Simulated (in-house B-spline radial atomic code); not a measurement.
How numerical settings move a run on Sc⁺, [Ar] 3d1 4s1. Computed with an all-electron radial atomic-structure program (B-spline basis): non-relativistic Hartree-Fock, spin-polarised, averaged over the determinants with the given up and down occupations, point nucleus.

Command:
```bash
python run_scf.py task.json out
```
Settings of the sound reference run:
```
Z                21
electrons        20
configuration    [Ar] 3d1 4s1
hamiltonian      nr
method           hf
spin_polarised   True
knot_spacing     0.22
spline_order     8
gauss_points     12
box_radius       35.29
max_iterations   70
damping          0.5
damped_steps     3
diis_vectors     10
tolerance        1e-08
start            Thomas-Fermi
```

Run time, properties included: 0.21 s on 1 thread of Arm Neoverse N1, on a shared host.

It converges in 11 iterations to -759.539282 hartree, with 4s up at -12.2335 eV. The other runs change the listed settings, some to values that make no sense; their results aren't properties of the atom or ion. Radii are in bohr (the nuclear one in fm), a minus after a letter asks for a j subshell, and «unchanged» means within 1e-8 hartree. The run stops when the residual is below 10 × tolerance × max(1, Z/10), or a noise floor if that is larger, and the energy moves by less than 1e-8 × √|E| hartree; so very loose and very tight tolerances often act alike.

| changed settings | outcome |
| --- | --- |
| box_radius = 141.16 | converged in 11 iterations, energy unchanged |
| box_radius = 2.12 | converged in 9 iterations, energy +5.66e+00 hartree from the reference, 4s up level +1.0e+02 eV (the program warns: 4s up has a positive eigenvalue: unbound, held by the box; 3d up has a positive eigenvalue: unbound, held by the box) |
| knot_spacing = 0.4, max_iterations = 75, damping = 0.8 | converged in 12 iterations, energy +8.01e-05 hartree from the reference, 4s up level +2.3e-05 eV |
| electrons = 21, configuration = [Ar] 3d1 4s1 2f1, max_iterations = 60 | stopped with error: there is no 2f shell |
| gauss_points = 3, max_iterations = 60, start = bare nucleus | converged in 12 iterations, energy -1.81e+05 hartree from the reference, 4s up level -4.6e+01 eV |
| knot_spacing = 1, box_radius = 17.64, max_iterations = 8, diis_vectors = 20 | not converged after 8 iterations, last residual 1.3e-04, last energy +1.89e+00 hartree from the reference |
| first_knot = 4.76e-06, max_iterations = 2, tolerance = 0.01 | not converged after 2 iterations, last residual 1.6e-01, last energy +7.76e-01 hartree from the reference |
| spline_order = 3, max_iterations = 75, start = bare nucleus | converged in 12 iterations, energy +1.62e-02 hartree from the reference, 4s up level +3.1e-03 eV |
| box_radius = 7.06 | converged in 11 iterations, energy +7.80e-03 hartree from the reference, 4s up level +2.0e-01 eV (the program warns: 4s up reaches the box edge; 3p up reaches the box edge) |
| box_radius = 10.59 | converged in 11 iterations, energy +7.03e-05 hartree from the reference, 4s up level +1.7e-03 eV (the program warns: 4s up reaches the box edge; 3d up reaches the box edge) |
| damping = 0.95 | converged in 12 iterations, energy unchanged |
| damping = 0 | converged in 11 iterations, energy unchanged, 4s up level +3.5e-07 eV |

**Question.** What happens with start = bare nucleus?

**Answer.** Converged in 12 iterations, energy unchanged, 4s up level +5.1e-07 eV.

**Question.** What happens with box_radius = 1.41?

**Answer.** Converged in 8 iterations, energy +3.09e+01 hartree from the reference, 4s up level +3.8e+02 eV (the program warns: 4s up has a positive eigenvalue: unbound, held by the box; 3s up has a positive eigenvalue: unbound, held by the box).

**Question.** What happens with damping = 0.8?

**Answer.** Converged in 12 iterations, energy unchanged, 4s up level +2.8e-07 eV.

**Question.** What happens with hamiltonian = dirac, nucleus = fermi, rms_radius = 3.5459, mass_number = 45, atomic_mass = 44.95591, speed_of_light = 137.036?

**Answer.** Stopped with error: spin polarisation is not served with the Dirac Hamiltonian.
